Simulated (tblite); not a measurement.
C6H8F2O (charge +1 and doublet state).
Cartesian coordinates in Å at the GFN2-xTB level; atoms count from 1:
```
atom  x, y, z in Å
C1    -1.8944   -0.9613    0.3264
C2    -0.8815   -0.1506   -0.0544
C3    -1.1587    1.2674   -0.4574
F4    -0.2306    1.7287   -1.3413
C5     0.5115   -0.5743   -0.0603
C6     0.8916   -1.8388   -0.3898
F7     0.0350   -2.7482   -0.7709
C8     1.5692    0.4371    0.2642
O9     1.0790    1.3971    1.1344
H10   -2.9182   -0.6266    0.2887
H11   -1.7288   -1.9518    0.7165
H12   -2.1401    1.3466   -0.9417
H13   -1.1337    1.9418    0.4130
H14    1.9173   -2.1901   -0.4025
H15    2.4383   -0.0867    0.6997
H16    1.9324    0.8953   -0.6771
H17    1.7045    2.1267    1.2426
```

The geometry is computed with GFN2-xTB (gas phase). This method treats the open shell by occupation alone, without spin polarisation.

Masses are those of the commonest isotopes; rigid-rotor values at the optimised geometry. The values belong to one conformer with, in the numbering `[CH2+:1][C:2]([CH2:3][F:4])/[C:5](=[CH:6]\[F:7])[CH2:8][OH:9]`, H–C1–C2–C3 4° and -174°, C1–C2–C3–F4 -152°, C1–C2–C5–C6 36°, C2–C5–C8–O9 30°, C5–C8–O9–H -171°.

Q: Give the principal moments of inertia and the rotational constants in MHz.

A: Ia = 234.60, Ib = 392.75, Ic = 499.13 u·Å²; 505379 MHz·u·Å²/I gives A = 2154, B = 1287, C = 1013 MHz.

Q: What kind of rotor is it?

A: An asymmetric top; Ray's κ = -0.520.

Q: What does the inertial defect say?

A: Not planar: Δ = Ic − Ia − Ib = -128.21 u·Å². For a rigid frame Δ = −2 Σ m c², so Σ m c² = 64.11 u·Å² lies off the ab plane: 6.28 from hydrogen and 57.82 from heavier atoms. The atom farthest from that plane is 1.43 Å away.

Q: Give the other two planar moments, Paa and Pbb, and the rms extents of the mass along the axes.

A: Paa = Σ m a² = (Ib + Ic − Ia)/2 = 328.64 and Pbb = Σ m b² = (Ia + Ic − Ib)/2 = 170.49 u·Å². With the mass M = 134.05 u, the rms extents √(P/M) along a, b and c are 1.57, 1.13, 0.69 Å.

Q: Where do the levels up to J = 3 lie, in MHz?

A: Above 0(0,0):
J = 1: 1(0,1) 2299, 1(1,1) 3167, 1(1,0) 3441
J = 2: 2(0,2) 6842, 2(1,2) 7491, 2(1,1) 8314, 2(2,1) 10916, 2(2,0) 10972
J = 3: 3(0,3) 13532, 3(1,3) 13946, 3(1,2) 15584, 3(2,2) 17814, 3(2,1) 18078, 3(3,1) 22869, 3(3,0) 22876
Those of J = 1 are B + C, A + C and A + B.

Q: Estimate the classical rotational partition function at 10 K, 200 K and 298.15 K.

A: Point group C1, symmetry number σ = 1; q = (√π/σ)·√((kT/h)³/(ABC)), k/h = 20836.6 MHz/K: 3180 at 10 K, 285000 at 200 K, 518000 at 298.15 K.

For this open shell read J as N, the rotation without spin; fine and hyperfine splittings come on top. Its GFN2-xTB frequencies are all real (lowest 69 cm⁻¹). These are rigid-rotor constants of the computed structure; measured ground-state constants (B0) also hold zero-point vibration.

On an Arm Neoverse V2 with one thread, no GPU, shared host, this took 0.67 s. These figures are those of the optimisation.
